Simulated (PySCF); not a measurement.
C3H10Si, triplet, at the geometry of the source list (a higher spin typed on purpose: for a closed-shell molecule this is an excited state), with bond 5-1 at 2.2 times its length; PySCF with PBE0/6-31G.

PySCF was given this input:
```python
from pyscf import gto, scf, dft

mol = gto.Mole()
mol.atom = '''
    Si    0.06090000    0.22490000    0.46560000
    C    -0.93200000    1.38420000   -0.67160000
    C     1.76960000   -0.11080000   -0.30300000
    C    -0.87690000   -1.41820000    0.67490000
    H     0.44084000    1.62696000    3.36806000
    H    -1.08030000    0.94810000   -1.65580000
    H    -1.91320000    1.59710000   -0.25810000
    H    -0.42270000    2.33340000   -0.80880000
    H     2.36230000   -0.76890000    0.32530000
    H     1.68360000   -0.58130000   -1.27870000
    H     2.33130000    0.80940000   -0.43310000
    H    -1.02380000   -1.91880000   -0.27830000
    H    -1.85700000   -1.25970000    1.11460000
    H    -0.33550000   -2.10170000    1.32220000
'''
mol.basis = '6-31g'
mol.spin = 2
mol.verbose = 4
mol.build()

mf = dft.UKS(mol)
mf.xc = 'pbe0'
mf.kernel()
mo_i, mo_e, stable_i, stable_e = mf.stability(internal=True, external=False, return_status=True, nroots=6, tol=1e-6)
print('internally stable:', stable_i, ' externally stable:', stable_e)
if not stable_i:
    umf = mf.copy()
    umf.scf_summary = {}
    umf.kernel(umf.make_rdm1(mo_i, mf.mo_occ))
```

It wrote (shortened):

```
PySCF version 2.14.0

[INPUT] verbose = 4
[INPUT] num. atoms = 14
[INPUT] num. electrons = 42
[INPUT] charge = 0
[INPUT] spin (= nelec alpha-beta = 2S) = 2
[INPUT] symmetry False subgroup None
[INPUT] Mole.unit = angstrom
[INPUT] Symbol           X                Y                Z      unit          X                Y                Z       unit  Magmom
[INPUT]  1 Si     0.060900000000   0.224900000000   0.465600000000 AA    0.115084320986   0.424999405415   0.879856483597 Bohr   0.0
[INPUT]  2 C     -0.932000000000   1.384200000000  -0.671600000000 AA   -1.761224748095   2.615758901623  -1.269140065258 Bohr   0.0
[INPUT]  3 C      1.769600000000  -0.110800000000  -0.303000000000 AA    3.344059350030  -0.209381654602  -0.572587015743 Bohr   0.0
[INPUT]  4 C     -0.876900000000  -1.418200000000   0.674900000000 AA   -1.657100838631  -2.680009589858   1.275376161469 Bohr   0.0
[INPUT]  5 H      0.440840000000   1.626960000000   3.368060000000 AA    0.833066864753   3.074508815622   6.364710971103 Bohr   0.0
[INPUT]  6 H     -1.080300000000   0.948100000000  -1.655800000000 AA   -2.041471132368   1.791649338700  -3.129008517055 Bohr   0.0
[INPUT]  7 H     -1.913200000000   1.597100000000  -0.258100000000 AA   -3.615424021518   3.018081593543  -0.487738312750 Bohr   0.0
[INPUT]  8 H     -0.422700000000   2.333400000000  -0.808800000000 AA   -0.798787232854   4.409486939060  -1.528410489548 Bohr   0.0
[INPUT]  9 H      2.362300000000  -0.768900000000   0.325300000000 AA    4.464100024060  -1.453010417178   0.614727908321 Bohr   0.0
[INPUT] 10 H      1.683600000000  -0.581300000000  -1.278700000000 AA    3.181542903318  -1.098497796210  -2.416392795481 Bohr   0.0
[INPUT] 11 H      2.331300000000   0.809400000000  -0.433100000000 AA    4.405518514199   1.529544325223  -0.818440384549 Bohr   0.0
[INPUT] 12 H     -1.023800000000  -1.918800000000  -0.278300000000 AA   -1.934701606330  -3.626006487815  -0.525910780466 Bohr   0.0
[INPUT] 13 H     -1.857000000000  -1.259700000000   1.114600000000 AA   -3.509221413317  -2.380487999115   2.106288738440 Bohr   0.0
[INPUT] 14 H     -0.335500000000  -2.101700000000   1.322200000000 AA   -0.634003114792  -3.971637395998   2.498595881900 Bohr   0.0

nuclear repulsion = 169.371607592186
number of shells = 42
number of NR pGTOs = 152
number of NR cGTOs = 60
basis = 6-31g
ecp = {}

******** <class 'pyscf.dft.uks.UKS'> ********
method = UKS
initial guess = minao
damping factor = 0
level_shift factor = 0
DIIS = <class 'pyscf.scf.diis.CDIIS'>
diis_start_cycle = 1
diis_space = 8
diis_damp = 0
SCF conv_tol = 1e-09
SCF conv_tol_grad = None
SCF max_cycles = 50
direct_scf = True
direct_scf_tol = 1e-13
number electrons alpha = 22  beta = 20
XC library pyscf.dft.libxc version 7.1.2
    S. Lehtola, C. Steigemann, M. J. T. Oliveira, and M. A. L. Marques,  SoftwareX 7, 1–5 (2018)
XC functionals = pbe0
    C. Adamo and V. Barone,  J. Chem. Phys. 110, 6158 (1999)
    M. Ernzerhof and G. E. Scuseria,  J. Chem. Phys. 110, 5029 (1999)
radial grids:
    Treutler-Ahlrichs [JCP 102, 346 (1995); DOI:10.1063/1.469408] (M4) radial grids

becke partition: Becke, JCP 88, 2547 (1988); DOI:10.1063/1.454033
pruning grids: <function nwchem_prune>
grids dens level: 3
symmetrized grids: False
atomic radii adjust function: <function treutler_atomic_radii_adjust>
small_rho_cutoff = 0
Set gradient conv threshold to 3.16228e-05
tot grids = 159616
init E= -409.274518208314

cycle= 1 E= -409.293823732446  delta_E= -0.0193  |g|= 0.344  |ddm|= 2.21
cycle= 2 E= -409.288002284893  delta_E= 0.00582  |g|= 0.36  |ddm|= 0.647
cycle= 3 E= -409.35946958005  delta_E= -0.0715  |g|= 0.0118  |ddm|= 0.325
cycle= 4 E= -409.359593853523  delta_E= -0.000124  |g|= 0.00295  |ddm|= 0.0363
cycle= 5 E= -409.359604283264  delta_E= -1.04e-05  |g|= 0.000886  |ddm|= 0.00841
cycle= 6 E= -409.359605647004  delta_E= -1.36e-06  |g|= 0.000305  |ddm|= 0.00338
cycle= 7 E= -409.359605779864  delta_E= -1.33e-07  |g|= 7.64e-05  |ddm|= 0.000896
cycle= 8 E= -409.359605788909  delta_E= -9.04e-09  |g|= 1.66e-05  |ddm|= 0.000235
cycle= 9 E= -409.359605789405  delta_E= -4.96e-10  |g|= 3.38e-06  |ddm|= 5.79e-05
Extra cycle  E= -409.359605789422  delta_E= -1.67e-11  |g|= 1.59e-06  |ddm|= 8.45e-06
converged SCF energy = -409.359605789422  <S^2> = 2.0013175  2S+1 = 3.0008782
uhf_internal: lowest eigs of H = [0.34917694 0.34918137 0.43001048 0.43002289 0.45436203 0.55367967]
<class 'pyscf.dft.uks.UKS'> wavefunction is stable in the internal stability analysis
internally stable: True  externally stable: None
```
